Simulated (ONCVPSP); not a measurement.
**zirconium (Zr): what ONCVPSP 4.0.1 does with a changed input**

Command:

```bash
oncvpsp.x < Zr.dat > Zr.out
```

Input:

```
# ATOM AND REFERENCE CONFIGURATION
# atsym  z   nc   nv     iexc    psfile
  Zr 40.00    6    4        3      upf
#
#   n    l    f
    1    0    2.00
    2    0    2.00
    2    1    6.00
    3    0    2.00
    3    1    6.00
    3    2   10.00
    4    0    2.00
    4    1    6.00
    4    2    2.00
    5    0    2.00
#
# PSEUDOPOTENTIAL AND OPTIMIZATION
# lmax
    2
#
#   l,   rc,      ep,       ncon, nbas, qcut
    0    2.05    0.00    1    9    5.40
    1    1.50    0.00    4    8    5.80
    2    1.70    0.00    3    7    6.70
#
# LOCAL POTENTIAL
# lloc, lpopt,  rc(5),   dvloc0
    4    2    1.00    0.00
#
# VANDERBILT-KLEINMAN-BYLANDER PROJECTORs
# l, nproj, debl
    0    2    2.90
    1    2    2.90
    2    1    3.50
#
# MODEL CORE CHARGE
# icmod, fcfact, rcfact
    3    5.50    1.15
#
# LOG DERIVATIVE ANALYSIS
# epsh1, epsh2, depsh
   -4.00    5.00    0.02
#
# OUTPUT GRID
# rlmax, drl
    6.00    0.01
#
# TEST CONFIGURATIONS
# ncnf
    4
# nvcnf
#   n    l    f
    4
    4    0    2.00
    4    1    6.00
    4    2    2.00
    5    0    1.00
#
    4
    4    0    2.00
    4    1    6.00
    4    2    2.00
    5    0    0.00
#
    4
    4    0    2.00
    4    1    6.00
    4    2    1.00
    5    0    0.00
#
    4
    4    0    2.00
    4    1    6.00
    4    2    3.00
    5    0    1.00
#
```

This is an input that runs to its end, with one change: ncon of l = 0 set to 1.

**Question.** How does the run end?

**Answer.** The program refuses the input: "test_data: must have 3 <= ncon <= 5, l= 0".

```
ONCVPSP  (Optimized Norm-Conservinng Vanderbilt PSeudopotential)
scalar-relativistic version 4.0.1

test_data: must have 3 <= ncon <= 5, l=   0
test_data: must have ncon+3 <= nbas <= ncon+5, l=   0
 for nproj=2
ERROR: test_data found   2 ERROR; stopping
```
